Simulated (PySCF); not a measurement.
# Hf²⁺ (hafnium, charge +2): PBE0 calculation

Configuration: [Xe] 4f14 5d1 6p1, one real determinant (an excited configuration). Calculation: PySCF 2.14, in def2-TZVPPD with the def2 core potential (60 electrons) (6s5p3d2f1g, 59 functions); scalar relativity through the core potential.

| Property | Result |
| --- | --- |
| Total energy | -46.8535 hartree |
| One-electron energy | -70.9807 hartree |
| Hartree (Coulomb) energy | 29.4021 hartree |
| Exchange-correlation energy | -5.2749 hartree |
| ⟨S²⟩ | 2.0006 |
| ⟨L²⟩ | 8.018 |
| Sum of ⟨r⟩ | 16.34 bohr |
| Sum of ⟨r²⟩ | 36.04 bohr² |
| Traceless quadrupole moment −½Σ⟨3z² − r²⟩ along its main axis | -5.43 e·bohr² |

| shell | electrons | mean orbital energy (eV) | spread (eV) | rms radius, mean of both spins (bohr) |
| --- | --- | --- | --- | --- |
| 5s α | 1 | -87.525 | 0 | 1.23 |
| 5s β | 1 | -86.801 | 0 | 1.23 |
| 5p α | 3 | -55.434 | 0.092 | 1.44 |
| 5p β | 3 | -54.470 | 0.690 | 1.44 |
| 5d α | 1 | -21.876 | 0 | 2.16 |
| 6p α | 1 | -14.633 | 0 | 3.99 |

⟨L²⟩ = 8.02 against 12 for a pure F term, so this real determinant mixes terms. Energies and moments cover only the electrons outside the core potential. Spin-orbit coupling, absent here, splits the open shell strongly.
